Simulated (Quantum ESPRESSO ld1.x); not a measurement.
Results of a calculation; reference values are marked as such.
Task: Cr18+, configuration [He] 2s1 2p2 3d1 (not the ground configuration). Code: ld1.x of Quantum ESPRESSO 7.5. Model: scalar-relativistic Kohn-Sham, PBEsol, spin-unpolarised, spherical densities, point nucleus. Some entries of the table are withheld. Estimate them.

| orbital | occ. | eigenvalue (eV) | <r^2> (bohr^2) | r(max) (bohr) |
|---|---|---|---|---|
| 1s | 2 | -6865.478 | (1) | (2) |
| 2s | 1 | -1443.590 | (3) | 0.231 |
| 2p | 2 | -1372.614 | 0.06530 | (4) |
| 3d | 1 | -538.288 | 0.3262 | 0.452 |

Result: 
(1) 1s <r^2> (bohr^2): 0.005370
(2) 1s r(max) (bohr): 0.042
(3) 2s <r^2> (bohr^2): 0.08512
(4) 2p r(max) (bohr): 0.183
